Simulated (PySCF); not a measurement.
Species: CH₃Si, net charge 1, singlet state. SMILES of the parent species: C=[SiH]
Structure (B3LYP-D3(BJ)/def2-TZVP (Ansatz) minimum search):
```
C
H 1 1.0925
H 1 1.0925 2 112.93
Si 1 1.7324 2 120.40 3 -152.26
H 4 1.4832 1 123.13 2 -104.90
```
Charge +1, spin multiplicity 1.

Dispersion corrections to the total energy (kcal/mol) from the dftd3 and dftd4 libraries through PySCF: D3(BJ) without and D4 with the three-body term, each with the damping fitted for the functional named.

```
functional  D3(BJ)     D4
----------  ------  -----
TPSS         -2.10  -1.52
HF          -16.70      ?
TPSSh        -1.91  -1.36
r2SCAN       -0.42  -0.24
HSE06        -1.08  -0.86
B2PLYP       -1.45      ?
CAM-B3LYP    -1.31      ?
```

Problem. Some entries are withheld; supply them.

Solution. 
- HF, D4: -4.40
- B2PLYP, D4: -0.77
- CAM-B3LYP, D4: -0.93
